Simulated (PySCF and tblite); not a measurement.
Results of a calculation; reference values are marked as such.
System: C7H9N, numbered as in [CH:1]#[C:2][C@H:3]1[CH:4]=[CH:5][CH2:6][NH:7][CH2:8]1.

For the pyramidal inversion at N7: electronic barrier 4.92 kcal/mol, zero-point change -1.34 kcal/mol, thermal and entropy terms at 298.15 K a further -0.07 kcal/mol (symmetry numbers apart). The minimum is C1, the saddle C1. Level: PBE0/pcSseg-1 + D3(BJ) on GFN2-xTB stationary points, with GFN2-xTB thermal terms. Rate constants are transition-state-theory values, counting equivalent paths, without tunnelling. Programs: tblite and PySCF.

Q: How many equivalent paths lead out of the minimum?

A: 1: the symmetry number of the minimum is 1, that of the saddle displaced along its mode 1.

Q: Work out the rate at 298.15 K.

A: ΔG‡ = 3.51 kcal/mol; k_B T/h = 6.2×10¹² s⁻¹; exp(−ΔG‡/RT) = 0.0027; times 1 gives k = 1.7×10¹⁰ s⁻¹.
